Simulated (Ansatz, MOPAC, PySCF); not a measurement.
Gas-phase reaction in SMILES: Cl[SiH2][SiH2]Cl → [SiH2][SiH2]Cl + Cl atom (the Cl-Si bond breaks)

Wanted: bond dissociation energy (enthalpy at 298 K), in kcal/mol. Conventions: frozen cores in correlated levels; non-relativistic; open shells spin-unrestricted; spin-orbit terms left out; PM7 with its own dispersion and hydrogen-bond terms; no dispersion term unless named. CBS(X,Y): correlation extrapolated as X^-3; Hartree-Fock from the larger set. Ab initio and DFT rows: single points at B3LYP-D3(BJ) geometries (Ansatz, a first-principles code), with unscaled harmonic terms from B3LYP/6-31G* (Ansatz) at its own minima. Semi-empirical rows: MOPAC heats of formation at their own minima for 298 K.

```csv
species,coefficient,"E at BP86/def2-SVP (PySCF), Eh","E at wB97M-V/def2-TZVPD (Ansatz), Eh","H(298 K) - E, kcal/mol","heat of formation at PM7 (MOPAC), kcal/mol"
Cl[SiH2][SiH2]Cl,-1,-1501.54037,-1501.83419,28.74,-66.14
[SiH2][SiH2]Cl,+1,-1041.34666,-1041.53407,25.63,-13.70
Cl atom,+1,-460.03080,-460.12609,1.48,28.79
```

Coupled cluster (Ansatz) is a level with limits of its own, used here on species with T1 under 0.025 (0.045 for open shells) and stable references: CCSD(T)/CBS(aug-cc-pV(T+d)Z,aug-cc-pV(Q+d)Z). Value to compare with, CCSD(T)/CBS(aug-cc-pV(T+d)Z,aug-cc-pV(Q+d)Z) (Ansatz): 107.4 kcal/mol. 1 Eh = 627.5095 kcal/mol.

Problem. Work the quantity out at each level, and compare with CCSD(T)/CBS(aug-cc-pV(T+d)Z,aug-cc-pV(Q+d)Z) (Ansatz).

Solution. 
- BP86/def2-SVP: the sum of coefficient times E is 0.16291 Eh, or 102.23 kcal/mol; the thermal terms add -1.63. Result: 100.6 kcal/mol. Its difference against CCSD(T)/CBS(aug-cc-pV(T+d)Z,aug-cc-pV(Q+d)Z) (Ansatz) is -6.8 kcal/mol.
- wB97M-V/def2-TZVPD: the sum of coefficient times E is 0.17403 Eh, or 109.21 kcal/mol; the thermal terms add -1.63. Result: 107.6 kcal/mol. Its difference against CCSD(T)/CBS(aug-cc-pV(T+d)Z,aug-cc-pV(Q+d)Z) (Ansatz) is 0.2 kcal/mol.
- PM7: the sum of coefficient times heat of formation is 81.23 kcal/mol; it needs no thermal term. Its difference against CCSD(T)/CBS(aug-cc-pV(T+d)Z,aug-cc-pV(Q+d)Z) (Ansatz) is -26.2 kcal/mol.
